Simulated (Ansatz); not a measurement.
Coupled-cluster run, BH₅SSi₂ (`SB1[SiH2][SiH2]1`).

```yaml
crystal:
  periodic: [false, false, false]
  atoms:
    - {symbol: S, position_ang: [-1.089228, 0.997836, -2.006080]}
    - {symbol: B, position_ang: [-0.533988, 0.592767, -0.390315]}
    - {symbol: Si, position_ang: [1.279301, 0.674884, 0.341050]}
    - {symbol: Si, position_ang: [-0.342244, -1.031779, 0.672561]}
    - {symbol: H, position_ang: [-2.119266, 0.138369, -2.144292]}
    - {symbol: H, position_ang: [1.484911, 1.147588, 1.732126]}
    - {symbol: H, position_ang: [2.501678, 0.793780, -0.493199]}
    - {symbol: H, position_ang: [-0.538084, -0.961613, 2.141297]}
    - {symbol: H, position_ang: [-0.554481, -2.398133, 0.129755]}
basis:
  gaussian: {orbitals: def2-TZVPP}
correlation: {method: ccsd_t}
output: {orbitals: {seedname: orbitals}}
```

```sh
$ ansatz run in.yaml --threads 2 --pin off --events-out ev --progress --plain --max-ram 4352MiB
```

Log, shortened:

```
Functional definition: HF
1297 factors; integrals over basis functions are off by at most 8.8e-4 eV
mean field evaluation 1: about -27289.9333 eV, gradient 1.9e1 eV
mean field evaluation 2: about -27290.2361 eV, gradient 1.9e1 eV
mean field evaluation 4: about -27292.3040 eV, gradient 3.6e0 eV
mean field evaluation 8: about -27292.3637 eV, gradient 2.5e-1 eV
mean field evaluation 16: about -27292.3644 eV, gradient 3.1e-6 eV
mean field -27292.36438593 eV, -1002.9758917539 hartree, gradient 3.1e-6 eV, S^2 0.000000; 0 other end points of the search recorded, 0 dependent functions left out
16 core orbitals not correlated: weight in the atoms' cores, before any rotation towards them, 1.000 or more for the frozen orbitals, at most 0.000 for the correlated occupied ones
reference -27292.36438593 eV, -1002.9758917539 hartree; 11, 11 occupied and 200, 200 virtual orbitals, 1297 factors
second order -14.20007654 eV of doubles, -0.00000000 eV of singles
cycle   1  -15.21959912 eV  change    -1.0e0 eV  update   1.1e-1
cycle   2  -15.70861395 eV  change   -4.9e-1 eV  update   3.4e-2
cycle   3  -15.80725344 eV  change   -9.9e-2 eV  update   1.9e-2
cycle   4  -15.80038552 eV  change    6.9e-3 eV  update   6.4e-3
cycle   5  -15.79758484 eV  change    2.8e-3 eV  update   2.9e-3
cycle   6  -15.79725763 eV  change    3.3e-4 eV  update   1.1e-3
cycle   7  -15.79733386 eV  change   -7.6e-5 eV  update   4.4e-4
cycle   8  -15.79750984 eV  change   -1.8e-4 eV  update   2.2e-4
cycle   9  -15.79750630 eV  change    3.5e-6 eV  update   9.2e-5
cycle  10  -15.79745625 eV  change    5.0e-5 eV  update   4.2e-5
cycle  11  -15.79747115 eV  change   -1.5e-5 eV  update   1.8e-5
perturbative correction -0.79549857 eV, -0.0292340331 hartree
Total energy: -27308.95735565 eV, -1003.5856721439 hartree
```

Run time 90 s (2 threads of an Arm Neoverse V2 on a shared host); peak host memory 3.3 GiB.

Correlation energy per correlated electron: -0.754 eV. T1 diagnostic: 0.0177.
